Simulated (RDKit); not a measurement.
Input file for RDKit: UFF on H4SSn (SMILES [SH][SnH3]), a point of a torsion scan.

```python
from rdkit import Chem
from rdkit.Chem import AllChem, rdDetermineBonds

blocks = [
'''6

S     1.64511066    0.80954126   -0.31077464
Sn   -0.58122586   -0.00455534   -0.01278756
H     2.23622732   -0.29026904    0.12879290
H    -0.85550171   -0.38508267    1.59522209
H    -0.83491714   -1.37284813   -0.94508108
H    -1.60461032    1.21351877   -0.49493620
''',
]
mol = None
for b in blocks:
    f = Chem.MolFromXYZBlock(b)
    rdDetermineBonds.DetermineBonds(f, charge=0)
    mol = f if mol is None else Chem.CombineMols(mol, f)
Chem.SanitizeMol(mol)
print(Chem.MolToSmiles(Chem.RemoveHs(mol)))
ff = AllChem.UFFGetMoleculeForceField(mol, vdwThresh=100.0, ignoreInterfragInteractions=False)
e = ff.CalcEnergy()
print(f'UFF energy {e:.6f} kcal/mol')
```

It printed:

```
[SH][SnH3]
UFF energy 4.376854 kcal/mol
```

The run finished.

Cost: very roughly 0.010 core-seconds.
